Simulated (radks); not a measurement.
The zirconium ion Zr32+, 8 electrons, occupied as [He] 2s2 2p4 (the NIST ground configuration).

Method: scalar-relativistic Kohn-Sham, r2SCAN, spin-polarised, spherical densities, finite nucleus; open shells are filled with parallel spins first (spin-orbit coupling, left out, can overturn this in heavy ions); meta-GGA in the generalised Kohn-Sham scheme; Fermi nuclear charge, rms radius 4.2694 fm; computed with a radial shooting solver on a logarithmic mesh with Libxc functionals.

Energy parts (hartree):
part                       energy
total                 -2632.47783
kinetic                2726.40898
electron-nucleus      -5574.54965
Hartree                 270.84509
exchange-correlation    -55.18225

Orbitals (lengths in bohr, moments of r in powers of bohr; r(90%) holds 90 % of the orbital's charge):
orbital  occ.  eigenvalue (hartree)  r(90%)
1s up       1             -732.8561  0.0662
1s down     1             -732.0433  0.0661
2s up       1             -158.8307   0.240
2s down     1             -157.6561   0.241
2p up       3             -150.5523   0.218
2p down     1             -149.0205   0.219
3s up       0             -64.47722   0.540
3s down     0             -63.95254   0.543
3p up       0             -61.92900   0.528
3p down     0             -61.34829   0.532

The highest occupied level is 2p down at -4055.1 eV. The spin density at the nucleus is -11.41 e/bohr^3 (1s -58.97, 2s 47.56). Summed over all electrons, <r^2> = 0.1496 bohr^2, which gives a Langevin (diamagnetic) susceptibility term of -0.118 x 10^-6 cm^3/mol. Spin moment in Bohr magnetons: 2.
